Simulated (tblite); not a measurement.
Compound: C4H3FN2 (charge +1 and doublet state).
SMILES with atom numbers: `[N:1]#[C:2]/[CH:3]=[N:4]\[CH+:5][CH:6][F:7]` (hydrogens: H8 on C3; H9 on C5; H10 on C6)
Bond orders are those of one Lewis drawing.

Computed with GFN2-xTB (tblite), gas phase: L-BFGS steps from a force-field or distance-geometry start until the largest atomic force falls under 0.01 eV/Å.

Geometry at step 13:
```
atom  x, y, z in Å
N1      0.8796    1.8487   -1.2736
C2      1.3423    0.9317   -0.7776
C3      1.6227   -0.2861   -0.0895
N4      0.6665   -0.6329    0.6480
C5     -0.5665   -0.2285    0.8625
C6     -1.5517   -0.2705   -0.0967
F7     -2.6996    0.2952    0.0689
H8      2.5462   -0.8503   -0.2108
H9     -0.7936   -0.0347    1.8997
H10    -1.4371   -0.7679   -1.0534
```

**Question.** Give the atomic forces at this geometry.

**Answer.** 
| atom | Fx (eV/Å) | Fy (eV/Å) | Fz (eV/Å) |
| --- | --- | --- | --- |
| N1 | 0.236 | 0.100 | -0.133 |
| C2 | 0.319 | 0.309 | -0.288 |
| C3 | -0.383 | -0.088 | 0.139 |
| N4 | 0.133 | -0.279 | -0.115 |
| C5 | -0.044 | -0.463 | 0.085 |
| C6 | 0.033 | -0.054 | -0.104 |
| F7 | -0.042 | -0.175 | 0.288 |
| H8 | -0.127 | 0.127 | 0.060 |
| H9 | -0.163 | 0.415 | 0.264 |
| H10 | 0.038 | 0.108 | -0.196 |

The largest, 0.53 eV/Å, acts on C2 (H9 within 3 % of it); the rms over all components is 0.213 eV/Å. The forces sum to zero within rounding, as they must for an isolated molecule in no field.

**Question.** Give the force on C2 in Eh/bohr and in nN.

**Answer.** 0.529 eV/Å ÷ 51.422 = 0.01029 Eh/bohr, and 0.529 eV/Å × 1.602 = 0.85 nN.

**Question.** How far is this geometry from the end of the optimisation?

**Answer.** 0.430 eV above it, and 0.659 Å rms away after alignment. The bonds farthest from their final lengths, with half the difference of the two atoms' forces along the bond (positive lengthens):

```tsv
bond	now (Å)	final (Å)	force along bond (eV/Å)
N4–C5	1.315	1.288	+0.07
C3=N4	1.256	1.237	-0.24
C5–H9	1.079	1.092	+0.18
C6–F7	1.290	1.298	+0.03
C2–C3	1.427	1.432	+0.20
C3–H8	1.089	1.094	+0.06
```

The angle farthest from its final value is C3–N4–C5, 136.4° against 163.9°.

Of the 3 listed bonds off by 0.010 Å or more, this force points towards the final length in 2.

The cost below is that of the whole relaxation. Hardware: an Arm Neoverse V1 with one thread, shared host with 32 logical CPUs at a one-minute load of 14. Cost: 0.32 s wall.
